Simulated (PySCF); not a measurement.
**`C#C[C@H]1C[Si@@H](CF)N1`, C5H8FNSi**

Geometry:
```tsv
atom	x (Å)	y (Å)	z (Å)
C1	-2.850	-1.641	-0.274
C2	-2.169	-0.700	0.015
C3	-1.303	0.415	0.332
C4	-0.171	0.081	1.326
Si5	1.053	0.830	0.065
C6	2.406	-0.228	-0.776
F7	3.626	0.015	-0.177
N8	-0.437	0.790	-0.788
H9	-3.463	-2.460	-0.509
H10	-1.914	1.259	0.679
H11	-0.275	0.588	2.279
H12	-0.092	-0.986	1.508
H13	1.649	2.112	0.462
H14	2.235	-1.304	-0.705
H15	2.527	0.034	-1.829
H16	-0.828	1.203	-1.619
```

Theory: TDDFT LC-wPBE/aug-cc-pVDZ circular dichroism and optical rotation, one conformer, gas phase (PySCF 2.14.0). Geometry: GFN2-xTB.

The molecule is flexible and this is one conformer; a measurement averages over conformers. Singlets 3 and 4 lie within 0.01 eV of each other, so their separate moments and overlaps can depend on how they mix.

Draw the ECD and absorption spectra from the lowest 8 states, each a Gaussian of half-width 0.35 eV at 1/e height.


| E (eV) | λ (nm) | Δε (L mol⁻¹ cm⁻¹) | ε (L mol⁻¹ cm⁻¹) |
| --- | --- | --- | --- |
| 5.59 | 222 | +1.62 | 80.1 |
| 5.74 | 216 | +4.57 | 228 |
| 5.89 | 210 | +8.93 | 452 |
| 6.04 | 205 | +11.98 | 634 |
| 6.19 | 200 | +10.94 | 652 |
| 6.34 | 195 | +6.57 | 561 |
| 6.49 | 191 | +2.31 | 562 |
| 6.64 | 187 | +0.16 | 822 |
| 6.79 | 183 | -0.33 | 1360 |
| 6.94 | 179 | -0.48 | 2050 |
| 7.09 | 175 | -2.02 | 2730 |
| 7.24 | 171 | -7.90 | 3260 |
| 7.39 | 168 | -19.75 | 3510 |

Δε uses R in velocity form, ε uses f in length form. Only the states computed contribute, so the short-wavelength end is incomplete.
